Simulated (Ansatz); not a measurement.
Molecule: sum formula H₄SiNO₃, net charge 0, doublet state. It need not be the lowest isomer of its formula. 
Structure (B3LYP-D3(BJ)/def2-TZVP (Ansatz, a program for electronic structure) minimum search):
```
Si
O 1 1.6149
O 1 1.6295 2 115.87
H 3 0.9601 1 117.49 2 -135.34
O 1 1.6382 2 115.18 3 -127.23
H 5 0.9604 1 117.12 2 -15.32
N 1 1.7312 2 97.27 5 -118.26
H 7 1.0097 1 120.46 2 66.58
H 7 1.0105 8 111.39 1 147.00
```
Charge 0, spin multiplicity 2.

Atomisation energy built up term by term with Ansatz (kcal/mol; UHF references for open shells; valence terms freeze the core; atomic spin-orbit terms are left out). CBS(X,Y): correlation extrapolated as X^-3; Hartree-Fock from the larger set.

```
term                                            basis  kcal/mol
-----------------------  ----------------------------  --------
Hartree-Fock                              cc-pV(Q+d)Z    560.40
CCSD correlation         CBS(cc-pV(T+d)Z,cc-pV(Q+d)Z)    252.59
(T)                      CBS(cc-pV(T+d)Z,cc-pV(Q+d)Z)     17.41
core correlation                            cc-pwCVTZ      1.91
scalar relativity (X2C)    cc-pVTZ-DK against cc-pVTZ     -1.90
sum: De                                                   830.4
```

(T) makes 2.1 % of the CCSD(T) atomisation energy; under 5 % is typical of single-reference molecules.
